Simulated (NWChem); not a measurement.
**Basis-set convergence for O$_{2}$Zr**

SMILES: [O]=[Zr]=[O]
```xyz
3

Zr     0.0000     0.0000     0.3039
O     -1.4287     0.0000    -0.7597
O      1.4287     0.0000    -0.7597
```
Charge 0, spin multiplicity 1.

The numbers come from NWChem runs, not from measurements. The geometry was optimised at PBE/def2-SVP with def2 effective core potentials on Zr, a minimum by its harmonic frequencies.

Quantity: LUMO energy at the level PBE0.

Effective core potentials replace the inner electrons of Zr; spin-orbit coupling is left out. The structure started from a generated list of species.

Relative cost: rough, from shared machines, SCF included, def2-SVP = 1.

Task: In def2-QZVP the value is -2.97 eV. Among def2-SVP, def2-SVPD, def2-TZVP, def2-TZVPP, def2-TZVPD, which is the smallest basis within 0.1 eV of it?

Result: def2-SVP, with 59 functions against 186 and about 10 % of the time (also within reach: def2-SVPD, def2-TZVP, def2-TZVPP, def2-TZVPD). def2-QZVP isn't the basis-set limit itself, and a small set can land close by cancellation.

| basis | functions | LUMO energy (eV) | relative cost |
|---|---|---|---|
| def2-SVP | 59 | -2.89 | 1 |
| def2-SVPD | 80 | -2.99 | under 3 |
| def2-TZVP | 102 | -2.96 | under 3 |
| def2-TZVPP | 118 | -2.95 | 3 |
| def2-TZVPD | 120 | -2.97 | under 3 |
| def2-QZVP | 186 | -2.97 | 10 |
